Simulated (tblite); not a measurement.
Species: C₇H₈F₂O.
SMILES with atom numbers: `[CH2:1]=[CH:2][C@@:3]1([C:4](=[O:5])[F:6])[CH2:7][CH2:8][C@@H:9]1[F:10]` (hydrogens: H11, H12 on C1; H13 on C2; H14, H15 on C7; H16, H17 on C8; H18 on C9)

Computed geometry: GFN2-xTB, gas phase.

Problem. List the bond lengths, angles and torsions at this level.

Solution. 
```json
{"bond": "C1=C2", "length (bohr)": "2.494"}
{"bond": "C2–C3", "length (bohr)": "2.840"}
{"bond": "C3–C4", "length (bohr)": "2.845"}
{"bond": "C4=O5", "length (bohr)": "2.230"}
{"bond": "C4–F6", "length (bohr)": "2.559"}
{"bond": "C3–C7", "length (bohr)": "2.916"}
{"bond": "C7–C8", "length (bohr)": "2.905"}
{"bond": "C8–C9", "length (bohr)": "2.891"}
{"bond": "C9–F10", "length (bohr)": "2.582"}
{"bond": "C3–C9", "length (bohr)": "2.938"}
{"bond": "C1–H11", "length (bohr)": "2.036"}
{"bond": "C1–H12", "length (bohr)": "2.033"}
{"bond": "C2–H13", "length (bohr)": "2.044"}
{"bond": "C7–H14", "length (bohr)": "2.055"}
{"bond": "C7–H15", "length (bohr)": "2.054"}
{"bond": "C8–H16", "length (bohr)": "2.053"}
{"bond": "C8–H17", "length (bohr)": "2.055"}
{"bond": "C9–H18", "length (bohr)": "2.067"}
```

A selection of angles:
```json
{"angle": "C1–C2–C3", "degrees": "124.0"}
{"angle": "C2–C3–C4", "degrees": "108.7"}
{"angle": "C2–C3–C7", "degrees": "117.6"}
{"angle": "C2–C3–C9", "degrees": "117.2"}
{"angle": "C4–C3–C7", "degrees": "111.8"}
{"angle": "C4–C3–C9", "degrees": "111.9"}
{"angle": "C7–C3–C9", "degrees": "88.5"}
{"angle": "C3–C4–O5", "degrees": "128.8"}
{"angle": "C3–C4–F6", "degrees": "111.5"}
{"angle": "O5–C4–F6", "degrees": "119.8"}
{"angle": "C3–C7–C8", "degrees": "89.9"}
{"angle": "C7–C8–C9", "degrees": "89.6"}
{"angle": "C8–C9–F10", "degrees": "115.5"}
{"angle": "C3–C9–C8", "degrees": "89.7"}
{"angle": "C3–C9–F10", "degrees": "116.4"}
```

Torsions: C1–C2–C3–C4 87° (synclinal); C2–C3–C4–O5 122° (anticlinal); C2–C3–C7–C8 132° (anticlinal); C3–C7–C8–C9 -12° (synperiplanar); C7–C8–C9–F10 131° (anticlinal); C2–C3–C9–C8 -132° (anticlinal).

The C–C distances run from 1.320 Å (C1=C2, drawn double) to 1.554 Å (C3–C9, drawn single), a spread of 0.234 Å. Of the pairs four or more bonds apart, O5···H15 is among the closest relative to their van der Waals radii: 2.48 Å, 91 % of the sum of Bondi's values. The 4-membered ring C3–C7–C8–C9 has internal angles of 88.5° to 89.9° (sum 358°, against 360° for a flat polygon); it is puckered, 0.08 Å rms from its mean plane, widest ring torsion 12°.

Point group: C1 (no symmetry element, even within 0.4 Å). Its GFN2-xTB frequencies are all real (lowest 38 cm⁻¹). One conformer, not necessarily the lowest. 3 starts were optimised and ended at 0.00, 0.01 and 0.94 kcal/mol (GFN2-xTB); the lowest of these is shown.

Run on Arm Neoverse V1, one thread (shared host). This is the geometry optimisation.
